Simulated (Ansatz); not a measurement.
Reaction (ligand exchange at the Sn–O bond): `[SiH3][SiH2][O][SnH3]` + `C[SeH]` → `C[Se][SnH3]` + `O[SiH2][SiH3]`

Program: Ansatz. Geometries: PBE0-D4/def2-TZVP. ΔE: electronic, gas phase. CBS: MP2 limit from def2 TZ/QZ plus the TZ coupled-cluster correction, frozen cores. DFT in def2-TZVPP. B3LYP here is the variant with VWN-RPA as its local correlation; programs differ in this. def2 core potentials past Kr. For Se, Sn outer-core shells are correlated without core-valence functions, which leaves a few kJ/mol of doubt a bond. Scalar relativity is left out up to krypton. One conformer a species, not always the lowest.

`[SiH3][SiH2][O][SnH3]`:

```xyz
12

Si   -1.909   -0.208   -1.712
Si   -0.721   -0.379    0.299
O     0.763    0.269    0.099
Sn    2.348    0.535    1.230
H    -1.213   -0.940   -2.806
H    -2.061    1.215   -2.122
H    -3.269   -0.796   -1.547
H    -0.634   -1.815    0.709
H    -1.474    0.318    1.387
H     3.457    1.305    0.199
H     1.855    1.511    2.537
H     2.857   -1.014    1.727
```

`C[SeH]`:

Cartesian coordinates in Å:
```
C 0.374 0.331 -0.221
Se -0.274 -1.334 0.558
H -0.159 0.555 -1.141
H 1.427 0.166 -0.445
H 0.282 1.147 0.491
H -1.651 -0.865 0.758
```

`C[Se][SnH3]`:

Cartesian coordinates in Å:
```
C -0.619 -0.557 -1.491
Se -1.446 -0.416 0.279
Sn 0.559 0.534 1.478
H -0.325 0.425 -1.858
H 0.238 -1.227 -1.462
H -1.380 -0.974 -2.148
H 1.872 -0.547 1.316
H 0.118 0.727 3.111
H 0.983 2.034 0.776
```

`O[SiH2][SiH3]`:

```xyz
9

O    -0.208    1.223    1.659
Si   -0.857    0.435    0.358
Si    0.776   -0.629   -0.951
H     0.298    0.704    2.286
H    -1.858   -0.586    0.787
H    -1.558    1.480   -0.428
H     0.129   -1.365   -2.073
H     1.534   -1.611   -0.124
H     1.744    0.350   -1.514
```

```tsv
level	ΔE (kJ/mol)	difference from CCSD(T)/CBS
r2SCAN-D4	-39.2	-1.4
B3LYP-D4	-36.1	1.7
ωB97X-V	-32.9	4.9
r2SCAN	-39.5	-1.7
PBE0	-45.9	-8.1
B3LYP	-36.0	1.8
SCS-MP2/def2-TZVPP	-30.3	7.5
CCSD/def2-TZVPP	-31.3	6.5
HF/def2-QZVPP	-26.3	11.5
MP2/def2-QZVPP	-39.9	-2.1
CCSD(T)/CBS	-37.8	0
```

Largest T1 diagnostic among the species: 0.014.

In def2-TZVPP, CCSD(T) changes the Hartree–Fock value by −3.5 kJ/mol (the triples alone add −0.6 kJ/mol) and MP2 by −8.8 kJ/mol.
